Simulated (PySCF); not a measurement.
AlOF, SMILES [O]=[Al][F]. Coordinates come from a PBE-D3(BJ)/def2-TZVP optimisation.

Calculation: PBE-D3(BJ)/def2-TZVP (PySCF).

Harmonic wavenumbers (cm⁻¹): 195, 195, 711, 1129. Rotational constants (GHz): 5.436 (linear); symmetry number 1.

### Question
Work out the zero-point energy and the ideal-gas rigid-rotor harmonic-oscillator thermochemistry at 298.15 K and 1 atm.

### Answer
ZPE = ½ Σ hcν = ½ × 2230 cm⁻¹ = 13.34 kJ/mol. H − E(el) = 25.34 kJ/mol. Entropy in J/(mol K): translation 160.21, rotation 66.86, vibration 19.69, total 246.77. G − E(el) = -48.23 kJ/mol. Cp = 49.01 J/(mol K).
